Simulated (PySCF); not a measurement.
C2H2BrFSi.
SMILES: `[Si@H](Br)(F)C#C`

Level of theory: PBE0-D3(BJ)/def2-SVP geometry optimisation, gas phase in PySCF 2.14.0.

Masses are those of the commonest isotopes; rigid-rotor values at the optimised geometry. 

Problem. What are A, B and C (MHz)?

Solution. Ia = 133.27, Ib = 330.48, Ic = 435.84 u·Å²; 505379 MHz·u·Å²/I gives A = 3792, B = 1529, C = 1160 MHz.

Problem. Classify the top.

Solution. An asymmetric top; Ray's κ = -0.719.

Problem. Is it planar, by Δ = Ic − Ia − Ib?

Solution. Not planar: Δ = Ic − Ia − Ib = -27.91 u·Å². For a rigid frame Δ = −2 Σ m c², so Σ m c² = 13.95 u·Å² lies off the ab plane: 3.83 from hydrogen and 10.12 from heavier atoms. The atom farthest from that plane is 1.89 Å away.

Problem. Give the coordinates in the principal-axis frame, origin at the centre of mass.

Solution. The sense of each axis is arbitrary; atoms in the order of the calculation.
```
atom  mass (u)   a (Å)   b (Å)   c (Å)
  C1    12.000   2.865   1.471  -0.227
  C2    12.000   1.995   0.663   0.037
 Si3    27.977   0.703  -0.540   0.463
  F4    18.998   0.922  -1.878  -0.414
 Br5    78.918  -1.266   0.303  -0.054
  H6     1.008   3.637   2.182  -0.466
  H7     1.008   0.731  -0.914   1.893
```

Problem. Where do the levels up to J = 5 lie, in K?

Solution. Above 0(0,0), as E/k:
J = 1: 1(0,1) 0.129, 1(1,1) 0.238, 1(1,0) 0.255
J = 2: 2(0,2) 0.385, 2(1,2) 0.478, 2(1,1) 0.531, 2(2,1) 0.857, 2(2,0) 0.859
J = 3: 3(0,3) 0.764, 3(1,3) 0.837, 3(1,2) 0.944, 3(2,2) 1.244, 3(2,1) 1.254, 3(3,1) 1.833, 3(3,0) 1.833
J = 4: 4(0,4) 1.262, 4(1,4) 1.314, 4(1,3) 1.491, 4(2,3) 1.759, 4(2,2) 1.787, 4(3,2) 2.353, 4(3,1) 2.354, 4(4,1) 3.172, 4(4,0) 3.172
J = 5: 5(0,5) 1.873, 5(1,5) 1.908, 5(1,4) 2.170, 5(2,4) 2.400, 5(2,3) 2.462, 5(3,3) 3.003, 5(3,2) 3.007, 5(4,2) 3.821, 5(4,1) 3.821, 5(5,1) 4.874, 5(5,0) 4.874
Those of J = 1 are B + C, A + C and A + B.

Problem. Predict some low-J microwave lines.

Solution. The dipole components are |μa| = 1.45 D, |μb| = 1.40 D, |μc| = 0.74 D. Intensities carry the squares of the components, which stand as 1.00 : 0.93 : 0.26 (a : b : c). Some of the stronger lines:

```
type  branch         J(Ka,Kc)    MHz  lower level (cm⁻¹)
   c       Q  2(1,2) ← 2(0,2)   1935               0.268
   b       Q  3(1,2) ← 3(0,3)   3734               0.531
   c       Q  5(2,4) ← 5(1,4)   4781               1.508
   b       R  1(1,1) ← 0(0,0)   4952               0.000
   a       R  2(1,2) ← 1(1,1)   5008               0.165
   a       R  2(1,1) ← 1(1,0)   5747               0.178
   a       R  3(1,2) ← 2(1,1)   8593               0.369
   b       R  2(2,0) ← 1(1,1)  12948               0.165
   a       R  5(3,3) ← 4(3,2)  13559               1.635
   c       R  4(1,3) ← 3(0,3)  15136               0.531
   b       Q  5(5,1) ← 5(4,2)  21945               2.656
   b       R  4(3,2) ← 3(2,1)  22889               0.872
   b       R  5(5,1) ← 4(4,0)  35481               2.204
```

Problem. Estimate the classical rotational partition function at 50 K, 200 K and 500 K.

Solution. Point group C1, symmetry number σ = 1; q = (√π/σ)·√((kT/h)³/(ABC)), k/h = 20836.6 MHz/K: 23000 at 50 K, 184000 at 200 K, 727000 at 500 K.

PBE0-D3(BJ)/def2-SVP frequencies: not computed here. No vibrational averaging or centrifugal distortion is included, and the geometry carries the error of its method. Quadrupole hyperfine structure (79Br) is left out.
